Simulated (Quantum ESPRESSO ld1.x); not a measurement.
Problem. All-electron atom: the cadmium ion Cd+ in [Kr] 4d9 5s2 (not the ground configuration). Method: scalar-relativistic Kohn-Sham, PBEsol, spin-unpolarised, spherical densities, point nucleus; computed with ld1.x of Quantum ESPRESSO 7.5. Some entries of the table are withheld. Estimate them.

orbital,occ.,eigenvalue (eV),<r> (bohr),<r^2> (bohr^2)
1s,2,-26525.6,(1),0.001251
2s,2,-3950.67,0.1317,0.02045
2p,6,-3547.00,(2),0.01612
3s,2,-747.754,0.3585,(3)
3p,6,-615.365,0.3573,0.1482
3d,10,-408.052,(4),0.1334
4s,2,-119.697,0.8760,0.8691
4p,6,(5),0.9540,1.042
4d,9,-24.5758,1.231,1.815
5s,2,-14.6483,2.528,7.251

Solution. 
(1) 1s <r> (bohr): 0.03041
(2) 2p <r> (bohr): 0.1149
(3) 3s <r^2> (bohr^2): 0.1470
(4) 3d <r> (bohr): 0.3348
(5) 4p eigenvalue (eV): -80.5870
